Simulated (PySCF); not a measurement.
# Electronic absorption of C4H3F3O3

Species: C₄H₃F₃O₃.
SMILES: `C(=C(/F)C(O)=O)/OC(F)F`

Theory: PySCF 2.14.0, density-fitted response routines, TDDFT CAM-B3LYP/def2-SVPD, vertical, gas phase, core orbitals frozen in the response. The structure is a single GFN2-xTB conformer in the gas phase; no vibrational or solvent corrections. Torsions of this conformer, `[O:1]=[C:2]([OH:3])/[C:4]([F:5])=[CH:6]/[O:7][CH:8]([F:9])[F:10]`: O1–C2–C4–F5 -179°, C4–C6–O7–C8 -5°, C6–O7–C8–F9 174°, H–O3–C2–O1 0°.

List the vertical singlet excitations with oscillator strengths and describe the spectrum.

```tsv
state	E (eV)	ν̃ (cm⁻¹)	f	main configurations (H = HOMO, L = LUMO)
S1	5.36	43240	0.0001	H-1→L (94%)
S2	5.85	47180	0.355	H→L (97%)
S3	6.84	55130	0.011	H→L+1 (65%), H→L+2 (19%)
S4	7.59	61180	0.038	H-2→L (65%), H-1→L+1 (29%)
S5	8.08	65140	0.0084	H→L+2 (54%), H→L+1 (22%)
S6	8.09	65270	0.102	H-1→L+1 (51%), H-2→L (24%)
S7	8.17	65930	0.023	H-3→L (63%), H-4→L (11%)
S8	8.38	67590	0.0025	H→L+3 (85%)
```

Triplets (Tamm–Dancoff): T1 3.66 eV, H→L (93%); T2 4.96 eV, H-1→L (92%); T3 5.88 eV, H-2→L (80%).

The lowest singlet lies at 5.36 eV (231 nm, ultraviolet) and is dark (f under 0.0005); its leading configuration is HOMO-1→LUMO (94%). The most intense listed level is S2 at 5.85 eV (212 nm, f = 0.355), 0.49 eV above S1. Löwdin shares by element: HOMO carbon 52% or more, oxygen 18% or more, fluorine 13% or more (atoms not listed hold the other 18%); LUMO carbon 59% or more, oxygen 15% or more (atoms not listed hold the other 26%). Orbital energies (eV): HOMO-3 -12.47, HOMO-2 -11.55, HOMO-1 -10.39, HOMO -9.39, LUMO -0.65, LUMO+1 0.66, LUMO+2 1.26. The listed states span 3.02 eV, and the widest gap between neighbours is 0.99 eV (S2 to S3). Weighted by f, the mean energy of these states is 6.56 eV. Singlets were solved by full linear response, triplets in the Tamm–Dancoff approximation.
